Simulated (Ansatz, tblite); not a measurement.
Spin states of the cluster CdF2⁺, each relaxed with PBE-D4/def2-TZVP in Ansatz. Electronic energies in the gas phase.

In the def2 sets Cd takes a core potential; there is no spin–orbit coupling. The xTB rows come from tblite. Correlated methods freeze 2 core orbitals; core or outer-core shells of Cd are correlated, in sets that lack core-valence functions. In the quartet geometry the species has come apart into loosely held pieces. The structure comes from a short search, and lower isomers may exist.

Doublet geometry (D∞h within 0.1 Å):

```xyz
3

Cd    0.001    0.000    0.000
F     0.988   -0.555    1.635
F    -0.989    0.555   -1.635
```

Quartet geometry (D∞h within 0.1 Å):

```csv
atom,x (Å),y (Å),z (Å)
Cd1,0.002,0.003,-0.005
F2,-2.446,1.221,-0.239
F3,2.444,-1.223,0.245
```

⟨S²⟩: doublet 0.76 at PBE0-D4/def2-TZVP (pure 0.75), quartet 3.75 at PBE0-D4/def2-TZVP (pure 3.75).

Run but left out: LDA (SPW92)/def2-TZVP (doublet: an occupied level 0.07 eV above an empty one).

Only these spin states were relaxed. The quartet has fallen apart into loose fragments. The quartet has other bonds than the doublet, so the gap mixes isomer and spin.

(1) Estimate which spin state lies lowest at each of these levels, and by how much: GFN1-xTB; HF/def2-TZVP; HF/def2-TZVPP; PBE-D4/def2-TZVP; B97M-V/def2-TZVP; PBE0-D4/def2-TZVP; BHLYP-D4/def2-TZVP; ωB97M-V/def2-TZVP; RPA@PBE/def2-TZVP; MP2/def2-TZVP; CCSD/def2-TZVPP; CCSD(T)/def2-TZVPP.

## Answers

(1) 
```csv
level,quartet − doublet (kJ/mol),lowest of these
GFN1-xTB,372.6,doublet
HF/def2-TZVP,11.2,doublet
HF/def2-TZVPP,21.5,doublet
PBE-D4/def2-TZVP,365.5,doublet
B97M-V/def2-TZVP,303.8,doublet
PBE0-D4/def2-TZVP,247.5,doublet
BHLYP-D4/def2-TZVP,141.1,doublet
ωB97M-V/def2-TZVP,224.6,doublet
RPA@PBE/def2-TZVP,319.8,doublet
MP2/def2-TZVP,211.7,doublet
CCSD/def2-TZVPP,174.6,doublet
CCSD(T)/def2-TZVPP,195.2,doublet
```

Change of the quartet − doublet gap on mixing in exact exchange, in kJ/mol: PBE to PBE0 (25 % exact exchange) -118.0. The xTB methods have no spin-polarisation term.
